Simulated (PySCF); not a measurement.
**Dipole moment and polarisability of `C#C[SiH2]N[SiH2]N`**

Species: C2H8N2Si2.
Geometry (PBE0-D3(BJ)/def2-SVP, Å), atoms numbered from 1 in this order:
```
atom  x, y, z in Å
C1     0.2782    2.9447    0.7074
C2     0.7807    1.8635    0.4587
Si3    1.5371    0.2146    0.1019
N4     0.7290   -1.0765    0.9325
Si5   -0.8754   -1.6235    0.5357
N6    -1.5873   -0.3546   -0.3826
H7    -0.1574    3.9036    0.9266
H8     1.5264    0.0247   -1.3743
H9     2.9438    0.2631    0.5981
H10    1.1518   -1.4028    1.7959
H11   -1.5342   -1.9887    1.8321
H12   -0.9330   -2.8222   -0.3576
H13   -1.7262    0.5803   -0.0171
H14   -2.1384   -0.5376   -1.2110
```

Level: CAM-B3LYP/def2-SVPD (PySCF), static field, nuclei fixed, core orbitals frozen in the response. The polarisability tensor in these axes (au):

```
x    87.31  -0.27  -0.56
y    -0.27 103.55   1.98
z    -0.56   1.98  75.97
```

Problem. Give the principal values, the mean and the anisotropy Δα = √{½[(α1 − α2)² + (α2 − α3)² + (α1 − α3)²]}.

Solution. Principal values 75.81, 87.33 and 103.70 au; mean 88.94 au = 13.18 Å³ = 14.66 × 10⁻⁴⁰ C²·m²/J; Δα = 24.28 au (27 % of the mean).

Problem. What is the dipole moment, and where does it point?

Solution. (-0.92, 0.53, 0.33) D, 1.11 D in size, pointing from the negative to the positive side. Measured along this direction, the outermost atoms are H9 at the negative end and H7 at the positive end.

Problem. Form Σ f/ω² (atomic units) for the 10 lowest TDDFT singlets, given as eV and f, and set it beside the mean polarisability, which is this sum over all singlets: 5.95, 0.0002; 6.22, 0.0034; 6.27, 0.0006; 6.50, 0.0191; 6.65, 0.0376; 7.16, 0.0012; 7.23, 0.0256; 7.36, 0.0405; 7.49, 0.0102; 7.68, 0.0041.

Solution. They add up to 2.16 au, 2.4 % of the 88.94 au; the largest single term is 0.63 au, from the state at 6.65 eV. Terms in order: 0.00, 0.06, 0.01, 0.34, 0.63, 0.02, 0.36, 0.55, 0.14, 0.05 au. Higher excitations give the rest. The strengths listed sum to 0.143.

Problem. Molar refractivity from α?

Solution. Lorentz–Lorenz: R = (4π/3)N_A α = 2.5225 cm³/(mol·Å³) × 13.18 Å³ = 33.2 cm³/mol, in the limit of long wavelengths.

Problem. Give the principal axes and the span of the nuclei along them.

Solution. Largest value along (-0.02, 1.00, 0.07), where the nuclei span 6.78 Å; middle along (1.00, 0.02, -0.05), 5.01 Å; least along (0.05, -0.07, 1.00), 3.24 Å. The response follows the extents in order.

Problem. In a dilute gas of rigid molecules at 500 K, how does the orientational term μ²/3kT compare with the electronic polarisability?

Solution. In Gaussian units μ²/3kT = 5.99 Å³ against 13.18 Å³, a ratio of 0.45; the Debye molar polarisation (4π/3)N_A(α + μ²/3kT) is 48.3 cm³/mol, leaving out the vibrational part.

Problem. Traceless (Buckingham) quadrupole moment about the centre of nuclear charge: eigenvalues?

Solution. -7.97, 0.09, 7.88 D·Å. The values depend on the origin, since the dipole doesn't vanish. The electronic extent ⟨r²⟩ about the same centre is 1041 bohr², a root-mean-square distance of 2.17 Å for the 62 electrons.

One conformer (not necessarily the lowest) at the PBE0-D3(BJ)/def2-SVP geometry, without solvent, vibrations or thermal averaging.
